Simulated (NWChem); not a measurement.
System: C4H3Br; SMILES C#CC(=C)Br

```xyz
8

C      1.1289     2.6060    -0.0009
C      0.3341     1.6934    -0.0004
C     -0.5788     0.6118     0.0000
C     -1.9122     0.7150     0.0001
Br     0.2464    -1.1426     0.0002
H      1.8217     3.4168    -0.0016
H     -2.3746     1.6976     0.0000
H     -2.5566    -0.1561     0.0001
```
Atoms are numbered in this order, from 1.

Program: NWChem. Geometry optimised at B3LYP/6-31G*; all other runs use it. Pople sets run with spherical d functions. This build's default masses of Se (78.918 u) and Br (79.917 u) are each other's, which moves their modes by up to 0.6 %.

```tsv
quantity	level	value
anisotropy (bohr³), static	PBE0/def2-SVPD	[?]
−ε(HOMO) (eV)	PBE/def2-SVP	[?]
cavity-dispersion-structure term (kcal/mol) in n-hexane	B3LYP/6-31G*, SMD	[?]
vertical, lowest excitation, singlet (eV)	PBE0/def2-SVPD, TDA	4.87
dipole (D)	B3LYP/6-31G*	1.66
highest harmonic frequency (cm⁻¹)	B3LYP/6-31G*	3495
```

Q: Some entries are withheld; supply them.

A: 
- anisotropy (bohr³), static, value: 42.1
- −ε(HOMO) (eV), value: 6.11
- cavity-dispersion-structure term (kcal/mol) in n-hexane, value: -2.1
